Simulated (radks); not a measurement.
Effect of the nuclear size on the iridium ion Ir+, [Xe] 4f14 5d7 6s1. All-electron calculation, Dirac Kohn-Sham, LDA (Slater exchange, Perdew-Wang correlation), spin-unpolarised, spherical densities, finite nucleus; open shells fill j = l - 1/2 first; Fermi nuclear charge, rms radius 5.4032 fm. Program: a radial shooting solver on a logarithmic mesh with Libxc functionals. The rms radius is varied about that value; shifts are against it.

rms radius (fm)  total energy shift (eV)  density at nucleus (e/bohr^3)  1s1/2 shift (meV)  2s1/2 shift (meV)  5s1/2 shift (meV)  5p1/2 shift (meV)  6s1/2 shift (meV)  6p1/2 (empty) shift (meV)  7s1/2 (empty) shift (meV)
4.3334                             -28.7                      1.971e+06             -11600              -1680              -17.7              0.257              -1.79                      0.182                     -0.209
4.8629                             -15.0                      1.887e+06              -6050               -876              -9.22              0.134             -0.933                      0.095                     -0.109
5.4032                                 0                      1.813e+06              0.000              0.000              0.000              0.000              0.000                      0.000                      0.000
5.7814                              11.1                      1.767e+06               4470                647               6.81             -0.098              0.689                     -0.070                      0.081
6.5                                 33.4                      1.691e+06              13500               1950               20.5             -0.293               2.08                     -0.211                      0.243

Slopes of the eigenvalues against <r^2> in GHz/fm^2, as finite differences over the two radii next to the reference (eigenvalue slopes, not the field-shift constants of lines): 1s1/2 260000, 2s1/2 37700, 5s1/2 396, 5p1/2 -5.72, 6s1/2 40.1, 6p1/2 (empty) -4.09, 7s1/2 (empty) 4.69.
